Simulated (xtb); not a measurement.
Harmonic IR lines of one isomer of C5H8, unscaled. These are GFN2-xTB (xtb) values and carry that method's errors.

wavenumber (cm⁻¹): 880 (w), 924 (w), 982 (w), 1025 (w), 1040 (w), 1122 (w), 1241 (w), 1476 (vw), 1484 (w), 1691 (m), 2989 (m), 3006 (m), 3046 (w), 3061 (vs), 3098 (m), 3127 (m)

Task: Which structure gives these lines?
A. `C=C/C=C/C`
B. `C=C=C(C)C`
C. `C=CCC=C`
D. `CC1(C)C=C1`

Result: A, `C=C/C=C/C`
